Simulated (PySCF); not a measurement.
**Zr²⁺: excitation energy**

Zr²⁺ [Kr] 4d2 (3F) → Zr²⁺ [Kr] 4d1 5p1 (high-spin determinant), as a difference of total energies. All numbers are calculated (PySCF 2.14, the spin-free X2C one-electron Hamiltonian (Gaussian nucleus), in ANO-RCC-VTZP). Correlated levels: valence: [Kr] frozen; valence and next inner shell: [Ar] 3d10 frozen. The calculations carry no spin-orbit coupling.

| method | excitation energy (eV) |
| --- | --- |
| UHF | 6.748 |
| LDA | 6.604 |
| PBE | 6.679 |
| PBE0 | 6.840 |
| r2SCAN | 6.955 |
| PW91 | 6.696 |
| TPSSh | 6.902 |
| revPBE | 6.712 |
| MP2 (valence) | 6.771 |
| SCS-MP2 (valence) | 6.756 |
| MP2 (valence and next inner shell) | 6.827 |
| SCS-MP2 (valence and next inner shell) | 6.844 |

Task: How much does correlation contribute at MP2 (valence and next inner shell)?

Result: 6.827 − (6.748) = 0.079 eV, measured against UHF.

A first-order spin-orbit estimate (lowest level to lowest level, LS coupling) adds -0.042 eV.

The basis was made for the ground configuration and has no added diffuse functions, so the excitation energy can come out too high.

The determinant of the upper state mixes LS terms, which raises its energy above the lowest term, most at the Hartree-Fock and MP2 levels.
